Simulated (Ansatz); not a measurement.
Consider the formal exchange of groups at the Si–N bond: `F[Si](F)(Cl)N[SiH2]Cl` + `OBS` → `OB(S)[SiH2]Cl` + `N[Si](F)(F)Cl`.

Isolated molecules relaxed with PBE0-D4/def2-TZVP in Ansatz; ΔE leaves out vibrations. CBS: MP2 limit from def2 TZ/QZ plus the TZ coupled-cluster correction, frozen cores. This one scheme is used for every species. Each species was taken in one conformer, which may not be the lowest.

| level | ΔE (kJ/mol) |
| --- | --- |
| SCS-MP2/def2-QZVPP | 95.4 |
| HF/CBS(def2) | 105.9 |
| MP2/CBS(def2) | 93.1 |
| CCSD/CBS(def2) | 90.2 |

Q: What does CCSD(T)/CBS give? (Best estimate.)

A: The calculation gave: +88.0 kJ/mol. The listed levels differ from it by 7.4, 17.9, 5.1, 2.2 kJ/mol.

Largest T1 diagnostic among the species: 0.013.

From PBE to PBE0 (25 % exact exchange), in def2-TZVPP and without D4, ΔE moves by +6.9 kJ/mol. In def2-TZVPP, CCSD(T) changes the Hartree–Fock value by −15.2 kJ/mol (the triples alone add −2.2 kJ/mol) and MP2 by −10.1 kJ/mol.
